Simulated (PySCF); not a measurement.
H9Si4, SMILES [SiH2][SiH]([SiH3])[SiH3] (connectivity only; charge and spin as stated), charge +1, multiplicity 1.

The structure is a stationary point at B3LYP-D3(BJ)/def2-SVP. The spin state was assumed, not searched. The isomer is the one that the SMILES or the coordinates give; other isomers of the formula were not compared.

Two levels are set side by side: PBE/def2-TZVP (PySCF) and HF/def2-TZVP (PySCF). Same geometry, gas phase. Differences are taken from unrounded values.

```
quantity                         HF     PBE  PBE minus HF
---------------------------  ------  ------  ------------
orbital gap (eV)               9.17    2.34         -6.82
highest occupied level (eV)  -14.58  -11.56          3.02
lowest empty level (eV)       -5.41   -9.21         -3.81
mean polarisability (bohr³)   106.3   122.5          16.2
```

PBE's occupied levels lie high since its potential decays too fast outside the molecule; exact exchange lowers them and widens the gap. Loosely held outer electrons make PBE densities more polarisable. Differences between two approximate levels are no errors against the true value.

Rough cost on one machine, each run with all the roots and properties that it gave: HF against PBE about 1/3.
